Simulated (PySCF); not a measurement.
# Spinor energies of Br(4+) (bromine, charge +4)

Start: [Ar] 3d10 4s2 4p1; 4p3/2 filled at m_j = +3/2. Calculated with PySCF 2.14 in x2c-TZVPall-2c: generalised Hartree-Fock with the X2C-1e Hamiltonian and a Gaussian nucleus; one run each with spin-orbit coupling (SO) screened by Boettger's factors, then bare. This is a chosen level, not necessarily the ground level.

| spinor shell | electrons | ε, screened SO (eV) | ε, bare SO (eV) | weight of nominal j (bare SO) | rms radius, bare SO (bohr) |
| --- | --- | --- | --- | --- | --- |
| 1s1/2 | 2 | -13612.7 | -13612.7 | 1.000 | 0.0492 |
| 2s1/2 | 2 | -1880.5 | -1880.5 | 1.000 | 0.205 |
| 2p1/2 | 2 | -1692.4 | -1694.4 | 1.000 | 0.180 |
| 2p3/2 | 4 | -1644.3 | -1643.3 | 1.000 | 0.184 |
| 3s1/2 | 2 | -331.37 | -331.38 | 1.000 | 0.587 |
| 3p1/2 | 2 | -263.87 | -264.19 | 0.999 | 0.600 |
| 3p3/2 | 4 | -256.74 | -256.60 | 1.000 | 0.610 |
| 3d3/2 | 4 | -140.30 | -140.57 | 0.990 | 0.641 |
| 3d5/2 | 6 | -139.20 | -139.02 | 0.993 | 0.646 |
| 4s1/2 | 2 | -72.430 | -72.432 | 1.000 | 1.63 |
| 4p3/2 | 1 | -58.354 | -58.340 | 1.000 | 1.83 |

| quantity | screened SO | bare SO |
| --- | --- | --- |
| E (hartree) | -2600.35887 | -2600.37611 |
| M_J | 3/2 | 3/2 |
| ⟨J²⟩ | 3.757 | 3.757 |
| ⟨L²⟩ | 2.008 | 2.008 |
| ⟨S²⟩ | 0.754 | 0.755 |

Each row is a mean over spinors that exchange with the open shell spreads, by up to 3.447 eV (4s1/2).
